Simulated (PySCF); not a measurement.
PySCF job for C₆H₄O₂, SMILES O=C1C=CC(=O)C=C1, TDA-B3LYP/def2-SVPD. Geometry: PBE0-D3(BJ)/def2-SVP.

```python
import numpy as np
from pyscf import gto, scf, dft, tdscf

mol = gto.M(
    atom='''
    O     0.00000000   -0.00000000    2.65982838
    C     0.00000000   -0.00000000    1.44565456
    C     0.00000000   -1.26525316    0.67100504
    C     0.00000000   -1.26525316   -0.67100504
    C     0.00000000    0.00000000   -1.44565456
    O     0.00000000    0.00000000   -2.65982838
    C     0.00000000    1.26525316   -0.67100504
    C     0.00000000    1.26525316    0.67100504
    H     0.00000000   -2.18476772    1.26197981
    H     0.00000000   -2.18476773   -1.26197981
    H     0.00000000    2.18476772   -1.26197981
    H     0.00000000    2.18476773    1.26197981
    ''',
    basis='def2-SVPD',
    charge=0,
    spin=0,
    symmetry=True,
    max_memory=1600,
    verbose=4,
)
mf = dft.RKS(mol, xc='b3lyp').density_fit(auxbasis='def2-universal-jkfit')
mf.grids.level = 3
mf.conv_tol = 1e-9
mf.max_cycle = 100
mf.kernel()
mf.grids = dft.Grids(mol).set(level=1).build(with_non0tab=True)  # coarser grid for the response kernel
td = tdscf.TDA(mf)
td.singlet = True
td.nstates = 10
td.conv_tol = 1e-4
td.positive_eig_threshold = 1e-6
td.kernel(x0=td.get_init_guess(mf, 15))
td.analyze()
tt = tdscf.TDA(mf)
tt.singlet = False
tt.nstates = 4
tt.conv_tol = 1e-4
tt.positive_eig_threshold = 1e-6
tt.kernel(x0=tt.get_init_guess(mf, 9))
tt.analyze(verbose=3)
```

Program output:

```
PySCF version 2.14.0

[INPUT] verbose = 4
[INPUT] num. atoms = 12
[INPUT] num. electrons = 56
[INPUT] charge = 0
[INPUT] spin (= nelec alpha-beta = 2S) = 0
[INPUT] symmetry True subgroup None
[INPUT] Mole.unit = angstrom
[INPUT] Symbol           X                Y                Z      unit          X                Y                Z       unit  Magmom
[INPUT]  1 O      0.000000000000   0.000000000000   2.659828380000 AA    0.000000000000   0.000000000000   5.026347176546 Bohr   0.0
[INPUT]  2 C      0.000000000000   0.000000000000   1.445654560000 AA    0.000000000000   0.000000000000   2.731891189129 Bohr   0.0
[INPUT]  3 C      0.000000000000  -1.265253160000   0.671005040000 AA    0.000000000000  -2.390981950640   1.268015753803 Bohr   0.0
[INPUT]  4 C      0.000000000000  -1.265253160000  -0.671005040000 AA    0.000000000000  -2.390981950640  -1.268015753803 Bohr   0.0
[INPUT]  5 C      0.000000000000   0.000000000000  -1.445654560000 AA    0.000000000000   0.000000000000  -2.731891189129 Bohr   0.0
[INPUT]  6 O      0.000000000000   0.000000000000  -2.659828380000 AA    0.000000000000   0.000000000000  -5.026347176546 Bohr   0.0
[INPUT]  7 C      0.000000000000   1.265253160000  -0.671005040000 AA    0.000000000000   2.390981950640  -1.268015753803 Bohr   0.0
[INPUT]  8 C      0.000000000000   1.265253160000   0.671005040000 AA    0.000000000000   2.390981950640   1.268015753803 Bohr   0.0
[INPUT]  9 H      0.000000000000  -2.184767720000   1.261979810000 AA    0.000000000000  -4.128612636590   2.384796215631 Bohr   0.0
[INPUT] 10 H      0.000000000000  -2.184767730000  -1.261979810000 AA    0.000000000000  -4.128612655488  -2.384796215631 Bohr   0.0
[INPUT] 11 H      0.000000000000   2.184767720000  -1.261979810000 AA    0.000000000000   4.128612636590  -2.384796215631 Bohr   0.0
[INPUT] 12 H      0.000000000000   2.184767730000   1.261979810000 AA    0.000000000000   4.128612655488   2.384796215631 Bohr   0.0

nuclear repulsion = 322.809333900639
point group symmetry = D2h
symmetry origin: [0. 0. 0.]
symmetry axis x: [1. 0. 0.]
symmetry axis y: [ 0.00000000e+00  1.00000000e+00 -2.57713345e-10]
symmetry axis z: [0.00000000e+00 2.57713345e-10 1.00000000e+00]
num. orbitals of irrep Ag = 41
num. orbitals of irrep B1g = 12
num. orbitals of irrep B2g = 17
num. orbitals of irrep B3g = 29
num. orbitals of irrep Au = 12
num. orbitals of irrep B1u = 41
num. orbitals of irrep B2u = 29
num. orbitals of irrep B3u = 17
number of shells = 82
number of NR pGTOs = 286
number of NR cGTOs = 198
basis = def2-SVPD
ecp = {}


[settings echo left out]
init E= -382.408050591468
HOMO (B1g) = -0.314733573555231  LUMO (B2g) = -0.206534273659123  gap/eV = 2.94425
cycle= 1 E= -380.962002726699  delta_E= 1.45  |g|= 1.07  |ddm|= 7.73
HOMO (B2u) = -0.140908565702595  LUMO (B2g) = -0.0823187235185537  gap/eV = 1.59431
cycle= 2 E= -379.885087968928  delta_E= 1.08  |g|= 2.53  |ddm|= 4.66
HOMO (B3g) = -0.274409423663301  LUMO (B2g) = -0.134524172755111  gap/eV = 3.80647
cycle= 3 E= -381.18886649819  delta_E= -1.3  |g|= 0.181  |ddm|= 3.91
HOMO (B3g) = -0.28892526436417  LUMO (B2g) = -0.151456024181702  gap/eV = 3.74073
cycle= 4 E= -381.195435400326  delta_E= -0.00657  |g|= 0.0942  |ddm|= 0.536
HOMO (B3g) = -0.287786943817789  LUMO (B2g) = -0.146566716356727  gap/eV = 3.84280
cycle= 5 E= -381.197640469784  delta_E= -0.00221  |g|= 0.0135  |ddm|= 0.21
HOMO (B3g) = -0.286307505851862  LUMO (B2g) = -0.14483871389494  gap/eV = 3.84956
cycle= 6 E= -381.197679407532  delta_E= -3.89e-05  |g|= 0.00415  |ddm|= 0.0333
HOMO (B3g) = -0.286808878410391  LUMO (B2g) = -0.145186272571469  gap/eV = 3.85375
cycle= 7 E= -381.19768314617  delta_E= -3.74e-06  |g|= 0.000758  |ddm|= 0.0104
HOMO (B3g) = -0.286857887500866  LUMO (B2g) = -0.145198266665337  gap/eV = 3.85475
cycle= 8 E= -381.197683261307  delta_E= -1.15e-07  |g|= 5.54e-05  |ddm|= 0.00176
HOMO (B3g) = -0.28685678858504  LUMO (B2g) = -0.145195137769286  gap/eV = 3.85481
cycle= 9 E= -381.19768326193  delta_E= -6.23e-10  |g|= 9.81e-06  |ddm|= 0.000193
HOMO (B3g) = -0.286857269115639  LUMO (B2g) = -0.145194894463962  gap/eV = 3.85483
Extra cycle  E= -381.19768326191  delta_E= 1.98e-11  |g|= 1.44e-05  |ddm|= 5.92e-05
converged SCF energy = -381.19768326191
tot grids = 51328
Overwritten attributes  positive_eig_threshold  of <class 'pyscf.tdscf.rks.TDA'>


******** <class 'pyscf.tdscf.rks.TDA'> for <class 'pyscf.df.df_jk.DFSymAdaptedRKS'> ********
nstates = 10 singlet
deg_eia_thresh = 1.000e-03
wfnsym = None
conv_tol = 0.0001
eigh lindep = 1e-12
eigh level_shift = 0
eigh max_cycle = 100


Excitation energies (eV)
[2.53246634 2.7674458  3.94995013 5.26194657 5.44075409 5.72142519
 5.99280387 6.15713588 6.52068333 6.67673057]

** Singlet excitation energies and oscillator strengths **
Excited State   1:  B1g      2.53247 eV    489.58 nm  f=0.0000
      28 -> 29        0.70255
Excited State   2:   Au      2.76745 eV    448.01 nm  f=0.0000
      27 -> 29       -0.70133
Excited State   3:  B3g      3.94995 eV    313.89 nm  f=0.0000
      26 -> 29       -0.69643
Excited State   4:  B1u      5.26195 eV    235.62 nm  f=0.3674
      20 -> 29        0.10876
      25 -> 29       -0.61408
      26 -> 30        0.30689
Excited State   5:  B3u      5.44075 eV    227.88 nm  f=0.0003
      28 -> 30       -0.70512
Excited State   6:  B2g      5.72143 eV    216.70 nm  f=0.0000
      27 -> 30       -0.70485
Excited State   7:  B1g      5.99280 eV    206.89 nm  f=0.0000
      24 -> 29        0.64574
      27 -> 31       -0.27649
Excited State   8:   Au      6.15714 eV    201.37 nm  f=0.0000
      28 -> 31        0.69613
Excited State   9:  B1g      6.52068 eV    190.14 nm  f=0.0000
      24 -> 29       -0.28308
      27 -> 31       -0.63863
Excited State  10:  B2g      6.67673 eV    185.70 nm  f=0.0000
      22 -> 29       -0.70236

** Transition electric dipole moments (AU) **
state          X           Y           Z        Dip. S.      Osc.
  1        -0.0000      0.0000      0.0000      0.0000      0.0000
  2         0.0000     -0.0000     -0.0000      0.0000      0.0000
  3        -0.0000     -0.0000     -0.0000      0.0000      0.0000
  4        -0.0000     -0.0000     -1.6881      2.8496      0.3674
  5         0.0490      0.0000      0.0000      0.0024      0.0003
  6        -0.0000      0.0000     -0.0000      0.0000      0.0000
  7        -0.0000      0.0000      0.0000      0.0000      0.0000
  8         0.0000     -0.0000      0.0000      0.0000      0.0000
  9        -0.0000     -0.0000      0.0000      0.0000      0.0000
 10         0.0000      0.0000     -0.0000      0.0000      0.0000

** Transition velocity dipole moments (imaginary part, AU) **
state          X           Y           Z        Dip. S.      Osc.
  1        -0.0000      0.0000      0.0000      0.0000      0.0000
  2         0.0000     -0.0000      0.0000      0.0000      0.0000
  3         0.0000      0.0000     -0.0000      0.0000      0.0000
  4        -0.0000      0.0000      0.0551      0.0030      0.0105
  5         0.0625     -0.0000      0.0000      0.0039      0.0130
  6        -0.0000      0.0000     -0.0000      0.0000      0.0000
  7        -0.0000      0.0000     -0.0000      0.0000      0.0000
  8        -0.0000     -0.0000     -0.0000      0.0000      0.0000
  9        -0.0000     -0.0000     -0.0000      0.0000      0.0000
 10         0.0000      0.0000     -0.0000      0.0000      0.0000

** Transition magnetic dipole moments (imaginary part, AU) **
state          X           Y           Z
  1        -0.0000     -0.0000      0.6389
  2         0.0000     -0.0000      0.0000
  3         0.8775      0.0000     -0.0000
  4        -0.0000      0.0000     -0.0000
  5         0.0000     -0.0000     -0.0000
  6        -0.0000      0.2504      0.0000
  7         0.0000      0.0000      1.1899
  8         0.0000     -0.0000      0.0000
  9        -0.0000     -0.0000      0.6903
 10        -0.0000      0.1713     -0.0000


******** <class 'pyscf.tdscf.rks.TDA'> for <class 'pyscf.df.df_jk.DFSymAdaptedRKS'> ********
nstates = 4 triplet
deg_eia_thresh = 1.000e-03
wfnsym = None
conv_tol = 0.0001
eigh lindep = 1e-12
eigh level_shift = 0
eigh max_cycle = 100


Excitation energies (eV)
[2.06821979 2.29325972 2.84621496 2.95988255]

** Triplet excitation energies and oscillator strengths **
Excited State   1:  B1g      2.06822 eV    599.47 nm  f=0.0000
Excited State   2:   Au      2.29326 eV    540.65 nm  f=0.0000
Excited State   3:  B1u      2.84621 eV    435.61 nm  f=0.0000
Excited State   4:  B3g      2.95988 eV    418.88 nm  f=0.0000
```

Self-consistency was reached.
